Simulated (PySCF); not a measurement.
An unknown gives this computed stick spectrum. Method: TDDFT PBE0/def2-SVPD, vertical, gas phase, core orbitals frozen in the response (PySCF 2.14.0, density-fitted response routines). Geometries: GFN2-xTB, one conformer each.

```
state  E (eV)  λ (nm)       f
   S1    4.32   286.9  0.0089
   S2    5.24   236.6  0.0018
   S3    5.52   224.8  0.0002
   S4    5.78   214.6   0.018
   S5    6.15   201.7  0.0027
   S6    6.26   198.0   0.045
```

Triplets computed (Tamm–Dancoff): 3.66, 4.67 eV.

Problem. Which candidate is it?
A. `C[C@@H]1CCCSS1`
B. `C[C@@H]1CC[C@H]1S`
C. `CS[C@@H]1C[C@@H]1C`
D. `C=CCCSC`

Solution. A. Its S1, at 4.32 eV, is the lowest among the candidates; the nearest of the others has S1 at 5.25 eV. S1 is HOMO→LUMO (97%). Löwdin shares by element: HOMO sulfur 80%, carbon 12% or more; LUMO sulfur 83% (atoms not listed hold the other 17%). At the same level the other candidates give, for their lowest levels:
- `C=CCCSC`: 5.25 eV (f 0.004); 5.73 eV (f 0.007); 5.96 eV (f 0.022); 6.36 eV (f 0.023); 6.62 eV (f 0.029); T1 4.43 eV; HOMO -6.31, LUMO 0.07 eV
- `C[C@@H]1CC[C@H]1S`: 5.43 eV (f 0.004); 6.05 eV (f 0.032); 6.74 eV (f 0.007); 6.82 eV (f 0.017); 7.03 eV (f 0.007); T1 4.98 eV; HOMO -6.68, LUMO 0.33 eV
- `CS[C@@H]1C[C@@H]1C`: 5.32 eV (f 0.002); 5.94 eV (f 0.019); 6.25 eV (f 0.024); 6.60 eV (f 0.012); 6.66 eV (f 0.010); T1 4.89 eV; HOMO -6.22, LUMO 0.52 eV

Without π bonds the low states may be Rydberg-like; a valence basis with one diffuse set may place them up to an eV too high.
